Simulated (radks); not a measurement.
Spherical quantum dot in the effective-mass picture: electrons in a parabolic well V = omega^2 r^2 / 2 with omega = 0.995, with a point charge +2 (a donor) at the centre, all in effective atomic units (hartree* = m*/eps^2 hartree, bohr* = eps/m* bohr), one dielectric constant everywhere. Calculated with a radial shooting solver with Libxc functionals: non-relativistic Kohn-Sham, LDA (Slater exchange, Perdew-Wang correlation), spin-polarised, spherical densities. Levels are named by radial order and angular momentum (1s, 1p, 1d, 2s, ...), and open shells are averaged over m. Each electron was tried in the lowest free levels, single moves between levels near the top were tried too, and the lowest total energy was kept; such a search can miss a lower state. At N = 1 the Hartree and exchange-correlation terms need not cancel, so that row can carry a self-interaction error.

| N | open shells | 2S | E (hartree*) | mu = E(N) - E(N-1) (hartree*) | addition energy mu(N+1) - mu(N) (hartree*) | e(HOMO) (hartree*) | rms radius (bohr*) |
|---|---|---|---|---|---|---|---|
| 1 | 1s(up 1, down 0) | 1 | -1.62196 | -1.6220 | 1.266 | -1.1238 | 0.7465 |
| 2 | none | 0 | -1.97833 | -0.35636 | 2.652 | 0.082879 | 0.8323 |
| 3 | 1p(up 1, down 0) | 1 | 0.317279 | 2.2956 | 0.5193 | 2.5513 | 1.117 |
| 4 | 1p(up 2, down 0) | 2 | 3.13218 | 2.8149 | 0.5256 | 3.0787 | 1.262 |
| 5 | 1p(up 3, down 0) | 3 | 6.47269 | 3.3405 | 0.6605 | 3.6006 | 1.362 |
| 6 | 1p(up 3, down 1) | 2 | 10.4737 | 4.0010 | 0.4648 | 4.2316 | 1.446 |
| 7 | 1p(up 3, down 2) | 1 | 14.9395 | 4.4658 | 0.4675 | 4.7001 | 1.516 |
| 8 | none | 0 | 19.8728 | 4.9333 | 0.7572 | 5.1654 | 1.577 |
| 9 | 2s(up 1, down 0) | 1 | 25.5633 | 5.6905 | 0.4667 | 5.9030 | 1.654 |
| 10 | none | 0 | 31.7205 | 6.1572 | 0.8548 | 6.3666 | 1.720 |
| 11 | 1d(up 1, down 0) | 1 | 38.7325 | 7.0120 | 0.3837 | 7.2043 | 1.785 |
| 12 | 1d(up 2, down 0) | 2 | 46.1282 | 7.3957 | 0.3804 | 7.5865 | 1.843 |
| 13 | 1d(up 3, down 0) | 3 | 53.9043 | 7.7761 | 0.3766 | 7.9651 | 1.894 |
| 14 | 1d(up 4, down 0) | 4 | 62.0570 | 8.1527 | 0.3724 | 8.3396 | 1.942 |
| 15 | 1d(up 5, down 0) | 5 | 70.5820 | 8.5251 | 0.4593 | 8.7098 | 1.986 |
| 16 | 1d(up 5, down 1) | 4 | 79.5664 | 8.9843 | 0.3536 | 9.1615 | 2.028 |
| 17 | 1d(up 5, down 2) | 3 | 88.9043 | 9.3380 | 0.3514 | 9.5141 | 2.067 |
| 18 | 1d(up 5, down 3) | 2 | 98.5936 | 9.6893 | 0.3486 | 9.8641 | 2.105 |
| 19 | 1d(up 5, down 4) | 1 | 108.632 | 10.038 | 0.3456 | 10.211 | 2.140 |
| 20 | none | 0 | 119.015 | 10.383 | 0.9423 | 10.555 | 2.174 |
| 21 | 1f(up 1, down 0) | 1 | 130.341 | 11.326 | 0.3178 | 11.485 | 2.214 |
| 22 | 1f(up 2, down 0) | 2 | 141.985 | 11.644 | 0.3159 | 11.802 | 2.252 |
| 23 | 1f(up 3, down 0) | 3 | 153.944 | 11.960 | 0.3138 | 12.117 | 2.288 |
| 24 | 1f(up 4, down 0) | 4 | 166.217 | 12.273 | 0.3117 | 12.430 | 2.323 |
| 25 | 1f(up 5, down 0) | 5 | 178.802 | 12.585 | 0.3096 | 12.740 | 2.355 |
| 26 | 1f(up 6, down 0) | 6 | 191.697 | 12.895 | 0.3074 | 13.049 | 2.387 |
| 27 | 1f(up 7, down 0) | 7 | 204.899 | 13.202 | 0.3420 | 13.355 | 2.417 |
| 28 | 1f(up 7, down 0) 2p(up 1, down 0) | 8 | 218.443 | 13.544 | 0.3127 | 13.701 | 2.446 |
| 29 | 1f(up 7, down 0) 2p(up 2, down 0) | 9 | 232.300 | 13.857 | 0.3114 | 14.013 | 2.474 |
| 30 | 1f(up 7, down 0) 2p(up 3, down 0) | 10 | 246.468 | 14.168 | - | 14.323 | 2.501 |

All shells are closed at N = 2, 8, 10, 20 (there: 1s2 1p6 1d10 2s2); the second difference of the energy has clear peaks (12 % above both neighbours; the first and last values, which can be the largest, are not judged, and half-filled shells can peak too) at N = 2, 5, 8, 10, 15, 20.
